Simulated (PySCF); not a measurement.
C3H5ClOSi.
Numbering: `[CH2:1]=[C:2]([CH:3]=[O:4])[SiH2:5][Cl:6]` (hydrogens: H7, H8 on C1; H9 on C3; H10, H11 on Si5)

Computed, not measured: PySCF 2.14.0, PBE0-D3(BJ)/def2-SVP geometry optimisation, gas phase.

**Question.** Give the optimised bond lengths and angles.

**Answer.** 
```
            bond  length (Å)   order
           C1=C2       1.341  double
           C2–C3       1.474  single
           C3=O4       1.209  double
          C2–Si5       1.882  single
         Si5–Cl6       2.078  single
           C1–H7       1.097  single
           C1–H8       1.095  single
           C3–H9       1.120  single
Si5–H10, Si5–H11       1.485  single
```

Bonds in one row agree within 0.01 Å and their mean is given. Orders are formal, as drawn. A selection of angles:
```
      angle  degrees
   C2–C1–H7    120.9
   C2–C1–H8    121.7
   H7–C1–H8    117.4
   C1–C2–C3    120.3
  C1–C2–Si5    125.4
  C3–C2–Si5    114.3
   C2–C3–O4    122.4
   C2–C3–H9    116.4
   O4–C3–H9    121.2
 C2–Si5–Cl6    106.6
 C2–Si5–H10    111.5
Cl6–Si5–H10    108.0
H10–Si5–H11    111.3
```

Torsions: C1–C2–C3–O4 179° (antiperiplanar); C1–C2–Si5–Cl6 1° (synperiplanar).

Si5 (chlorine-bound silicon) is tetrahedral (angles from 106.6° to 111.5°). Of the pairs four or more bonds apart, Cl6···H8 is among the closest relative to their van der Waals radii: 2.83 Å, 96 % of the sum of Bondi's values. The 6 heavy atoms lie in one plane (0.009 Å rms). The 2 C–C bonds span 1.341 Å (C1=C2, drawn double) to 1.474 Å (C2–C3, drawn single), a spread of 0.133 Å.

Not checked by PBE0-D3(BJ)/def2-SVP frequencies. The numbers are those of one conformer.
